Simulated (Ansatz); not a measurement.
`O=C[SiH](O)O`, relaxed with RKS PBE-D4/def2-SVP in the Gaussian-basis code of Ansatz from a rough embedded geometry. The force threshold is 0.03 eV/Å; the program also tests the step.

Charge 0, multiplicity 1.

Start:

```xyz
9

O     0.471   -1.875   -1.063
C    -0.223   -1.501   -0.204
Si    0.061    0.249    0.424
O    -1.377    1.259    0.306
O     1.216    1.089   -0.433
H    -1.035   -2.091    0.234
H     0.429    0.248    1.823
H    -1.168    2.142    0.012
H     1.626    0.480   -1.099
```

```tsv
step	energy (eV)	largest force (eV/Å)	largest move (Å)
1	-15102.1397	5.101	0.000
2	-15102.5296	1.926	0.107
3 (rejected)	-15102.4585	2.976	0.161
4	-15102.6290	0.906	0.078
5	-15102.6616	0.289	0.082
6	-15102.6700	0.129	0.094
7	-15102.6750	0.108	0.051
8	-15102.6758	0.303	0.048
9	-15102.6820	0.321	0.134
10	-15102.6956	0.174	0.200
11 (rejected)	-15102.6628	0.768	0.180
12	-15102.7082	0.119	0.086
13	-15102.7092	0.035	0.018
14	-15102.7093	0.020	0.018
```

End:

```xyz
9

O     0.447   -1.606   -1.231
C    -0.231   -1.323   -0.247
Si    0.124    0.406    0.583
O    -1.212    1.411    0.551
O     1.383    0.909   -0.389
H    -1.027   -2.049    0.107
H     0.473    0.306    2.031
H    -1.469    1.735   -0.331
H     1.512    0.211   -1.073
```

Hardware: 2 threads of an Arm Neoverse V2 on a shared host. Wall time 19 s, peak host memory 0.13 GiB.
